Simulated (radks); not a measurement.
Question: The rubidium ion Rb12+ is in [Ar] 3d(3/2: 4, 5/2: 3). All-electron calculation, Dirac Kohn-Sham, BLYP, spin-unpolarised, spherical densities, finite nucleus; Fermi nuclear charge, rms radius of each element as measured or else 0.836 A^(1/3) + 0.57 fm. Program: a radial shooting solver on a logarithmic mesh with Libxc functionals. Sub-shells are occupied by j as written (lower j first in brackets). One electron is removed from 3d5/2, 3p3/2, 3p1/2, 3d3/2 in turn, with full relaxation. Which removal costs least, and what does each cost?

Answer: 3d5/2 403.93 eV; 3d3/2 405.90 eV; 3p3/2 519.97 eV; 3p1/2 530.43 eV. The 3d5/2 electron leaves first.
